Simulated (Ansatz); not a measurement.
`[CH3][AlH][OH]` + `C[SeH]` → `C[Se][AlH][OH]` + CH₄  (ligand exchange at the Al–C bond)

Computed with Ansatz on PBE0-D4/def2-TZVP structures; ΔE is electronic, products minus reactants. CCSD(T)/CBS is the MP2 limit (def2-TZVPP, def2-QZVPP) plus CCSD(T) − MP2 in def2-TZVPP, frozen cores. This one scheme is used for every species. Functionals use def2-TZVPP. B3LYP here is the variant with VWN-RPA as its local correlation; programs differ in this. For Se outer-core shells are correlated without core-valence functions, which leaves a few kJ/mol of doubt a bond. Scalar relativity is left out up to krypton. Each species was taken in one conformer, which may not be the lowest.

`[CH3][AlH][OH]`:

```xyz
8

C    -0.588   -0.188    1.107
Al    0.052   -0.064   -0.721
O     1.535    0.726   -0.984
H    -1.537    0.345    1.227
H     0.126    0.231    1.818
H    -0.780   -1.228    1.389
H    -0.722   -0.651   -1.979
H     1.913    0.829   -1.856
```

`C[SeH]`:

Cartesian coordinates in Å:
```
C -0.387 -0.324 0.208
Se 0.336 1.354 -0.470
H -0.359 -1.091 -0.562
H -1.423 -0.119 0.473
H 0.155 -0.644 1.095
H 1.678 0.825 -0.744
```

`C[Se][AlH][OH]`:

```xyz
9

C     0.336   -1.329   -1.243
Se   -0.431    0.481   -1.187
Al   -0.151    0.829    1.074
O    -0.636    2.271    1.813
H     0.670   -1.637   -0.253
H    -0.431   -2.012   -1.601
H     1.180   -1.319   -1.929
H     0.506   -0.293    1.965
H    -1.043    3.008    1.362
```

CH₄:

Cartesian coordinates in Å:
```
C 0.000 0.000 0.000
H 0.320 -1.011 -0.250
H -0.640 -0.028 0.882
H -0.554 0.423 -0.837
H 0.874 0.617 0.205
```

```json
{"level": "PBE-D4", "ΔE (kJ/mol)": "-120.8", "difference from CCSD(T)/CBS": "3.2"}
{"level": "r2SCAN-D4", "ΔE (kJ/mol)": "-123.8", "difference from CCSD(T)/CBS": "0.2"}
{"level": "ωB97X-V", "ΔE (kJ/mol)": "-117.9", "difference from CCSD(T)/CBS": "6.1"}
{"level": "ωB97M-V", "ΔE (kJ/mol)": "-117.5", "difference from CCSD(T)/CBS": "6.5"}
{"level": "B2PLYP", "ΔE (kJ/mol)": "-120.2", "difference from CCSD(T)/CBS": "3.8"}
{"level": "PBE", "ΔE (kJ/mol)": "-118.2", "difference from CCSD(T)/CBS": "5.8"}
{"level": "PBE0", "ΔE (kJ/mol)": "-120.6", "difference from CCSD(T)/CBS": "3.4"}
{"level": "B3LYP", "ΔE (kJ/mol)": "-116.5", "difference from CCSD(T)/CBS": "7.5"}
{"level": "HF/def2-TZVPP", "ΔE (kJ/mol)": "-123.5", "difference from CCSD(T)/CBS": "0.5"}
{"level": "SCS-MP2/def2-TZVPP", "ΔE (kJ/mol)": "-122.4", "difference from CCSD(T)/CBS": "1.6"}
{"level": "CCSD/def2-TZVPP", "ΔE (kJ/mol)": "-119.2", "difference from CCSD(T)/CBS": "4.8"}
{"level": "CCSD(T)/def2-TZVPP", "ΔE (kJ/mol)": "-120.5", "difference from CCSD(T)/CBS": "3.5"}
{"level": "HF/def2-QZVPP", "ΔE (kJ/mol)": "-122.4", "difference from CCSD(T)/CBS": "1.6"}
{"level": "SCS-MP2/def2-QZVPP", "ΔE (kJ/mol)": "-123.9", "difference from CCSD(T)/CBS": "0.1"}
{"level": "HF/CBS(def2)", "ΔE (kJ/mol)": "-122.3", "difference from CCSD(T)/CBS": "1.7"}
{"level": "MP2/CBS(def2)", "ΔE (kJ/mol)": "-129.0", "difference from CCSD(T)/CBS": "-5.0"}
{"level": "CCSD(T)/CBS", "ΔE (kJ/mol)": "-124.0", "difference from CCSD(T)/CBS": "0"}
```

Largest T1 diagnostic among the species: 0.011.

The D4 term adds −4.3 kJ/mol with B3LYP and −2.4 kJ/mol with PBE0; it sums over pairs of atoms, weighted by their polarisabilities, and B3LYP, whose exchange is more repulsive, gets the larger term.
